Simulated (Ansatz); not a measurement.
silver atom (Ag), doublet (core potentials on Ag); BHLYP/def2-SVPD (Ansatz, a first-principles code).

Ansatz was given this input:
Ansatz 0.2 input:
```yaml
crystal:
  periodic: [false, false, false]
  atoms:
    - {symbol: Ag, position_ang: [0.00000000, 0.00000000, 0.00000000]}
basis:
  gaussian:
    orbitals: def2-SVPD
hamiltonian:
  xc: {name: BHLYP}
magnetization: {spin_polarized: true, initial_magnetization: 1}
accuracy: high
```

What the program printed (banner, timings and long lists left out):

```
Functional definition: BHLYP
331 factors; integrals over basis functions are off by at most 2.2e-9 eV
mean field evaluation 1: about -3994.3915 eV, gradient 1.7e1 eV
mean field evaluation 2: about -3994.4165 eV, gradient 1.9e1 eV
mean field evaluation 4: about -3995.7940 eV, gradient 5.3e-1 eV
mean field evaluation 8: about -3995.8053 eV, gradient 1.3e-2 eV
mean field evaluation 16: about -3995.8053 eV, gradient 6.7e-7 eV
mean field -3995.80530734 eV, -146.8431365907 hartree, gradient 1.4e-8 eV, S^2 0.750464; 0 other end points of the search recorded, 0 dependent functions left out
reference -3995.80532287 eV, -146.8431371614 hartree; 10, 9 occupied and 24, 25 virtual orbitals, 331 factors
Total energy: -3995.80532287 eV, -146.8431371614 hartree
```
